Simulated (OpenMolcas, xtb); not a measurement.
## A ladder of methods for AlPNH4OF (SMILES [NH2][Al]([F])[PH]O)

AlPNH4OF has 9 atoms, charge 0, and is taken as a singlet. SMILES: `[NH2][Al]([F])[PH]O`. The shape is that of a PBE0-D4/def2-TZVP optimisation. This is one conformer, not always the lowest.

Each level gives the vertical ionisation energy (to the doublet cation) (eV). The values are calculated.

```tsv
level	kind	program	value (eV)	CPU time (all runs)
GFN2-xTB	semi-empirical	xtb	12.99	under 2 s
HF/def2-SVP	Hartree–Fock	OpenMolcas	8.32	33 s
BLYP/def2-SVP	GGA	OpenMolcas	8.38	2.8 min
r2SCAN/def2-SVP	meta-GGA	OpenMolcas	8.73	3.2 min
BHLYP/def2-SVP	global hybrid	OpenMolcas	9.04	2 min
PBE0/def2-SVP	global hybrid	OpenMolcas	8.94	2.2 min
```

The values span 8.32 to 12.99 eV. The xTB values lack the empirical shift that such differences need. CPU times are rough (shared hosts, several kinds of processor and program).
